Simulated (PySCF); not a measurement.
F$_{3}$Sn (SMILES [F][Sn+]([F])[F]), charge +1, singlet, geometry from GFN2-xTB (such geometries of metal compounds can be far from the true shape) (all electrons, no relativity).

The PySCF input:
```python
from pyscf import gto, scf, dft

mol = gto.M(
    atom='''
Sn    0.00000000   -0.00000000    0.00000000
F    -1.72556878   -1.09008013    0.06681380
F    -0.01020398    1.88015434   -0.79702064
F     1.73577276   -0.79007422    0.73020684
''',
    basis='sto-3g',
    charge=1,
    verbose=4,
)

mf = dft.RKS(mol)
mf.xc = 'b3lyp'
mf.kernel()
```

Question: What does this run give for the total energy, Mulliken (on the basis functions themselves) charges in atom order, HOMO energy?

Answer: 
- total energy: -6260.230249 Ha
- Mulliken (on the basis functions themselves) charges in atom order: Sn1 1.19, F2 -0.06, F3 -0.06, F4 -0.06
- HOMO energy: -12.28 eV
